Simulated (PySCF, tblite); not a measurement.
C3H4BF3O2.
Atom-mapped SMILES: `[F:1][C:2]([F:3])([F:4])[C@H:5]1[CH2:6][O:7][BH:8][O:9]1` (hydrogens: H10 on C5; H11, H12 on C6; H13 on B8)

Computed with GFN2-xTB (tblite), gas phase: Langevin dynamics at 600 K from the optimised GFN2-xTB geometry, time step 0.5 fs, friction 0.01 fs⁻¹, 2000 steps. Over the second half of the run the saved frames average 628 K.

Frame at 250 fs, instantaneous temperature 596 K:
```
atom  x, y, z in Å
F1      1.964   -0.192    0.914
C2      0.943    0.727    0.480
F3      0.268    1.194    1.473
F4      1.706    1.677    0.011
C5      0.017   -0.157   -0.521
C6     -0.512   -1.293    0.263
O7     -1.878   -1.086    0.391
B8     -2.271   -0.124   -0.518
O9     -1.109    0.431   -1.028
H10     0.650   -0.444   -1.421
H11    -0.046   -1.661    1.205
H12    -0.378   -2.189   -0.284
H13    -3.389    0.255   -0.655
```

Frame at 425 fs, instantaneous temperature 685 K:
```
atom  x, y, z in Å
F1      1.317   -0.195    1.854
C2      0.513    0.337    0.949
F3     -0.339    0.987    1.849
F4      1.232    1.314    0.299
C5     -0.232   -0.721    0.111
C6     -1.176   -1.701    0.991
O7     -2.139   -1.979    0.040
B8     -2.099   -0.974   -0.904
O9     -1.050   -0.154   -0.822
H10     0.482   -1.414   -0.407
H11    -1.694   -1.257    1.890
H12    -0.604   -2.671    1.179
H13    -2.641   -0.885   -1.909
```

Frame at 625 fs, instantaneous temperature 579 K:
```
atom  x, y, z in Å
F1      1.322   -0.966    1.813
C2      0.371   -0.237    0.982
F3     -0.243    0.580    1.800
F4      1.111    0.485    0.194
C5     -0.530   -1.220    0.348
C6     -1.764   -1.777    1.119
O7     -2.905   -1.229    0.620
B8     -2.588   -0.584   -0.534
O9     -1.147   -0.575   -0.761
H10     0.133   -2.019   -0.171
H11    -1.765   -1.550    2.221
H12    -1.998   -2.862    0.956
H13    -3.297   -0.254   -1.247
```

Frame at 800 fs, instantaneous temperature 596 K:
```
atom  x, y, z in Å
F1      0.895   -1.309    1.511
C2      0.187   -0.301    1.064
F3     -0.390    0.480    1.958
F4      1.063    0.480    0.244
C5     -0.768   -0.917    0.042
C6     -2.142   -1.684    0.652
O7     -3.144   -0.933    0.131
B8     -2.635    0.007   -0.773
O9     -1.241    0.139   -0.704
H10    -0.225   -1.629   -0.608
H11    -2.144   -1.742    1.703
H12    -2.162   -2.667    0.248
H13    -3.336    0.584   -1.494
```

Frame at 1000 fs, instantaneous temperature 690 K:
```
atom  x, y, z in Å
F1      0.797   -1.838    1.258
C2      0.221   -0.735    0.971
F3     -0.137   -0.248    2.178
F4      0.907    0.163    0.240
C5     -1.125   -1.034    0.091
C6     -2.172   -1.663    0.865
O7     -3.220   -0.754    0.861
B8     -2.766    0.341    0.164
O9     -1.573    0.136   -0.351
H10    -0.559   -1.606   -0.703
H11    -1.788   -1.778    1.895
H12    -2.692   -2.551    0.547
H13    -3.407    1.256   -0.073
```

Problem. What do single points at PBE0/pcSseg-1 (PySCF, gas phase) give on these frames?

Solution. 
| t (fs) | GFN2-xTB E above start (eV) | DFT E above lowest frame (eV) | HOMO (eV) | LUMO (eV) | dipole (D) |
| --- | --- | --- | --- | --- | --- |
| 250 | 0.90 | 0.09 | -8.36 | -0.11 | 1.77 |
| 425 | 0.87 | 0.11 | -8.92 | -0.07 | 2.05 |
| 625 | 0.91 | 0.21 | -8.68 | -0.09 | 2.09 |
| 800 | 0.85 | 0.00 | -8.71 | -0.04 | 2.42 |
| 1000 | 0.96 | 0.24 | -8.18 | 0.54 | 1.89 |

The two levels order the frames alike by energy but for pairs within 0.08 eV at one level; measured from each level's lowest frame they differ by 0.15 eV at most. The HOMO–LUMO gap runs from 8.25 to 8.85 eV. These are instantaneous structures, not minima.

Problem. And the isotropic GIAO shieldings (ppm) from the same runs?

Solution. 
| atom | 250 fs | 425 fs | 625 fs | 800 fs | 1000 fs | mean | range |
| --- | --- | --- | --- | --- | --- | --- | --- |
| F1 | 213.6 | 247.7 | 203.9 | 265.9 | 282.6 | 242.7 | 78.7 |
| C2 | 49.4 | 46.3 | 51.3 | 49.5 | 53.3 | 50.0 | 7.0 |
| F3 | 276.9 | 221.1 | 272.4 | 280.1 | 285.4 | 267.2 | 64.3 |
| F4 | 261.1 | 234.8 | 261.9 | 213.1 | 269.1 | 248.0 | 56.0 |
| C5 | 103.5 | 100.9 | 107.4 | 97.1 | 105.4 | 102.9 | 10.3 |
| C6 | 126.2 | 107.0 | 114.7 | 117.4 | 126.9 | 118.4 | 19.9 |
| O7 | 190.6 | 202.5 | 188.2 | 204.4 | 200.4 | 197.2 | 16.2 |
| B8 | 70.7 | 70.1 | 66.4 | 66.7 | 72.7 | 69.3 | 6.3 |
| O9 | 186.8 | 198.9 | 174.0 | 191.9 | 201.7 | 190.7 | 27.7 |
| H10 | 25.8 | 26.2 | 25.2 | 26.4 | 26.7 | 26.1 | 1.5 |
| H11 | 26.5 | 26.0 | 26.1 | 28.1 | 27.0 | 26.7 | 2.1 |
| H12 | 28.0 | 25.8 | 25.8 | 27.8 | 27.0 | 26.9 | 2.2 |
| H13 | 26.8 | 27.8 | 29.0 | 27.6 | 28.0 | 27.8 | 2.2 |

The cost below is that of the whole dynamics run. On Intel Xeon Platinum 8488C, one thread, no GPU (shared host), this took 9.7 s and 0.19 GiB of memory at its peak.
